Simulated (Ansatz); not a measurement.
[GeI3]- (GeI3⁻). Total charge -1; singlet. Geometry PBE0-D4/def2-SVPD.

| atom | x (Å) | y (Å) | z (Å) |
| --- | --- | --- | --- |
| Ge1 | -0.513 | -0.774 | -0.251 |
| I2 | -0.361 | 1.284 | -1.994 |
| I3 | 2.117 | -1.094 | 0.278 |
| I4 | -1.243 | 0.585 | 1.967 |

In the def2 sets I takes a core potential; there is no spin–orbit coupling. LC-ωPBE has ω = 0.4 bohr⁻¹.

Question: Estimate the orbital energies around the gap (eV) in Ansatz with LDA (SPW92)/def2-TZVPD, PBE-D4/def2-SVPD, BLYP-D4/def2-TZVPD, r2SCAN0-D4/def2-TZVPD, LC-ωPBE/def2-TZVPD.

Answer: 
```tsv
orbital	LDA (SPW92)/def2-TZVPD	PBE-D4/def2-SVPD	BLYP-D4/def2-TZVPD	r2SCAN0-D4/def2-TZVPD	LC-ωPBE/def2-TZVPD
HOMO−5	-2.84	-2.68	-2.48	-4.00	-6.38
HOMO−4	-2.84	-2.68	-2.48	-4.00	-6.38
HOMO−3	-2.38	-2.23	-2.04	-3.48	-5.75
HOMO−2	-2.38	-2.23	-2.04	-3.48	-5.75
HOMO−1	-2.25	-2.09	-1.91	-3.37	-5.68
HOMO	-1.94	-1.79	-1.62	-2.77	-4.80
LUMO	1.15	1.35	1.45	2.10	3.39
LUMO+1	1.70	1.90	1.99	2.64	3.54
LUMO+2	1.70	1.90	2.00	2.64	3.54
LUMO+3	2.72	2.97	2.74	3.37	4.19
LUMO+4	2.81	3.13	2.80	3.40	4.30
LUMO+5	2.81	3.13	2.80	3.40	4.36
```
